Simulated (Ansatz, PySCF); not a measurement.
CHBNO, SMILES `[C-]#[N+][B-]O` (lower singlet) (charge -1, multiplicity 1). This singlet lies 1.01 eV below the relaxed triplet at the level B3LYP-D3(BJ)/def2-TZVPD (PySCF).

Cartesian coordinates (Å):
```xyz
5

C      1.9294    -0.6144    -0.1317
N      0.9469     0.0154    -0.0166
B     -0.1970     0.9833     0.1529
O     -1.3995     0.2876     0.0715
H     -1.2798    -0.6719    -0.0762
```
Charge -1, spin multiplicity 1.

Frozen-core energies in aug-cc-pVDZ from Ansatz (an electronic-structure program) at a geometry from B3LYP-D3(BJ)/def2-TZVPD; the HF reference has <S^2> = 0.00 (restricted, and unstable towards unrestricted orbitals) and the T1 diagnostic is 0.019.

```
level  energy (Ha)
-----  -----------
HF      -192.45606
MP2     -193.02784
CCSD    -193.04617
```

### Question
Estimate the energies of CCSD(T), CCSDT and CCSDT(Q), and give each level's difference from CCSDT(Q).

### Answer

```json
[
 {"level": "MP2", "energy (Ha)": "-193.02784", "difference from CCSDT(Q) (mHa)": "47.34"},
 {"level": "CCSD", "energy (Ha)": "-193.04617", "difference from CCSDT(Q) (mHa)": "29.01"},
 {"level": "CCSD(T)", "energy (Ha)": "-193.07203", "difference from CCSDT(Q) (mHa)": "3.14"},
 {"level": "CCSDT", "energy (Ha)": "-193.07273", "difference from CCSDT(Q) (mHa)": "2.44"},
 {"level": "CCSDT(Q)", "energy (Ha)": "-193.07517", "difference from CCSDT(Q) (mHa)": "0.00"}
]
```
